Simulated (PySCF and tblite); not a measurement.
Values are calculated unless marked as measured or tabulated.
Stationary points of 2,6-difluoroaniline at GFN2-xTB, in Å:

Structure A

```
 1 N    -1.914    0.729   -1.130
 2 C    -0.745    0.307   -0.444
 3 C     0.229    1.233   -0.079
 4 F     0.044    2.526   -0.387
 5 C     1.385    0.869    0.591
 6 C     1.594   -0.459    0.917
 7 C     0.654   -1.417    0.576
 8 C    -0.487   -1.019   -0.092
 9 F    -1.411   -1.948   -0.430
10 H    -2.747    0.494   -0.598
11 H    -1.990    0.262   -2.029
12 H     2.104    1.630    0.847
13 H     2.491   -0.750    1.438
14 H     0.792   -2.458    0.818
```

Structure B

```
 1 N    -2.482    0.650   -1.848
 2 C    -1.295    0.303   -1.264
 3 C    -0.285    1.237   -1.009
 4 F    -0.486    2.509   -1.441
 5 C     0.888    0.919   -0.360
 6 C     1.097   -0.381    0.068
 7 C     0.131   -1.346   -0.166
 8 C    -1.031   -0.996   -0.819
 9 F    -1.973   -1.944   -1.061
10 H    -3.054   -0.096   -2.205
11 H    -2.513    1.525   -2.343
12 H     1.623    1.691   -0.199
13 H     2.009   -0.642    0.578
14 H     0.268   -2.368    0.149
```

Level: PBE0/pcSseg-1 + D3(BJ), IEF-PCM chloroform on GFN2-xTB stationary points, with GFN2-xTB thermal terms.

Question: Which structure is a saddle point, and along which motion?

Answer: A: one imaginary mode (370i cm⁻¹ at GFN2-xTB, mostly on H11, H10), along the rotation about the C2–N1 bond (torsion C3–C2–N1–H from 165° to 345°, rising).

Question: Give their symmetry and energies above the lowest.

Answer: A Cs, 5.6 kcal/mol; B Cs, 0.0 kcal/mol.
